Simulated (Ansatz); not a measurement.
Consider the atomization: `B[SiH](C)CF` → B• + 2 C• + F• + 8 H• + Si•.

Calculated with Ansatz (gas phase, PBE0-D4/def2-TZVP geometries, no zero-point term in ΔE). CCSD(T)/CBS is the MP2 limit (def2-TZVPP, def2-QZVPP) plus CCSD(T) − MP2 in def2-TZVPP, frozen cores. This one scheme is used for every species, atoms too. DFT in def2-TZVPP. B3LYP here is the variant with VWN-RPA as its local correlation; programs differ in this. HSE06 is defined as in plane-wave codes. Open shells (•) are unrestricted, without spin–orbit coupling. Spin–orbit coupling would lower the free atoms: a little for B, C, F, Si. One conformer a species, not always the lowest.

```tsv
level	ΔE (kJ/mol)	difference from CCSD(T)/CBS
LDA (SPW92)	5175.0	594.6
revPBE-D4	4549.3	-31.1
BLYP-D4	4568.9	-11.5
r2SCAN-D4	4605.0	24.6
B97M-V	4605.2	24.8
PBE0-D4	4594.5	14.1
B3LYP-D4	4597.3	16.9
r2SCANh-D4	4584.8	4.4
r2SCAN0-D4	4556.5	-23.9
HSE06-D4	4597.0	16.6
BHLYP-D4	4504.4	-76.0
CAM-B3LYP-D4	4618.6	38.2
ωB97M-V	4602.6	22.2
B2PLYP	4542.8	-37.6
PBE	4620.5	40.1
revPBE	4478.2	-102.2
BLYP	4517.3	-63.1
r2SCAN	4598.9	18.5
PBE0	4574.3	-6.1
B3LYP	4559.3	-21.1
r2SCANh	4578.4	-2.0
r2SCAN0	4549.4	-31.0
HSE06	4578.2	-2.2
BHLYP	4475.6	-104.8
CAM-B3LYP	4598.1	17.7
LC-ωPBE	4580.8	0.4
HF/def2-SVP	3516.8	-1063.6
MP2/def2-SVP	4378.5	-201.9
CCSD/def2-SVP	4320.8	-259.6
CCSD(T)/def2-SVP	4353.6	-226.8
HF/def2-TZVPP	3490.4	-1090.0
MP2/def2-TZVPP	4515.8	-64.6
SCS-MP2/def2-TZVPP	4513.9	-66.5
CCSD/def2-TZVPP	4428.0	-152.4
CCSD(T)/def2-TZVPP	4477.5	-102.9
HF/def2-QZVPP	3495.2	-1085.2
MP2/def2-QZVPP	4576.5	-3.9
SCS-MP2/def2-QZVPP	4581.6	1.2
MP2/CBS(def2)	4618.7	38.3
CCSD/CBS(def2)	4530.9	-49.5
CCSD(T)/CBS	4580.4	0
```

Largest T1 diagnostic among the species: 0.014.

In def2-TZVPP, CCSD(T) changes the Hartree–Fock value by +987.1 kJ/mol (the triples alone add +49.6 kJ/mol) and MP2 by +1025.4 kJ/mol; breaking electron pairs costs correlation energy, which Hartree–Fock lacks. At CCSD(T), def2-SVP lies −226.8 kJ/mol from the extrapolated value and def2-TZVPP −102.9 kJ/mol: correlation converges slowly with the basis, and small sets miss more of it in the bonded molecule than in its fragments.

For atomizations the MP2-based limit and the directly extrapolated one differ by several kJ/mol either way, and by 10 to 25 for some Ge, Se and Sn compounds, so smaller differences from it don't rank the levels.
